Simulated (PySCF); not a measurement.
CH7AlO2Si, SMILES C[O][AlH][O][SiH3].

Coordinates come from a B3LYP-D3(BJ)/def2-SVP optimisation. Other conformers were not sampled.

Vertical ionisation energy (IE) and electron affinity (EA) in eV. Rows of orbital energies are one-electron estimates. Where ΔSCF, EOM or ADC give a negative EA the extra electron is unbound and the value depends on the basis.

| level | IE | EA |
|---|---|---|
| −ε(HOMO), −ε(LUMO), ωB97X/def2-TZVP (PySCF) | 10.68 | -1.58 |
| −ε(HOMO), −ε(LUMO), PBE/def2-TZVP (PySCF) | 6.70 | 1.11 |
